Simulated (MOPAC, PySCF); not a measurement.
C5H8, SMILES `C=CCC=C` (C–C–C–C torsion 122°, C–C–C–C torsion -122°), neutral singlet in the gas phase. 

Z-matrix (Å, degrees):
```
C
H 1 1.0921
H 1 1.0981 2 107.07
C 1 1.5030 2 110.05 3 -117.78
C 4 1.3258 1 124.89 2 -1.17
H 5 1.0825 4 121.64 1 -179.87
H 5 1.0843 6 116.85 4 -179.97
H 4 1.0872 5 119.26 6 -0.31
C 1 1.5030 2 110.05 3 117.78
C 9 1.3258 1 124.89 2 1.17
H 10 1.0825 9 121.64 1 179.83
H 10 1.0843 11 116.85 9 179.90
H 9 1.0872 10 119.26 11 0.28
```
Charge 0, multiplicity 1.

All levels are single points at this geometry (B3LYP-D3(BJ)/def2-TZVP); Pople sets use spherical d functions. Orbital energies aren't observables, and empty levels follow the basis.

PM7 in MOPAC gives gap (eV) = 11.19.

**Question.** Estimate the gap (eV) from each of these levels: B3LYP-D3(BJ)/def2-TZVP in PySCF; B3LYP/6-31G* in PySCF; PBE/6-31G* in PySCF; SVWN5/6-31G* in PySCF; HF/3-21G in PySCF; HF/6-31G* in PySCF; HF/STO-3G in PySCF; PM6 in MOPAC.

**Answer.** 
| level | gap (eV) |
|---|---|
| B3LYP-D3(BJ)/def2-TZVP in PySCF | 6.97 |
| B3LYP/6-31G* in PySCF | 7.21 |
| PBE/6-31G* in PySCF | 5.46 |
| SVWN5/6-31G* in PySCF | 5.41 |
| HF/3-21G in PySCF | 14.44 |
| HF/6-31G* in PySCF | 14.27 |
| HF/STO-3G in PySCF | 16.74 |
| PM6 in MOPAC | 11.27 |
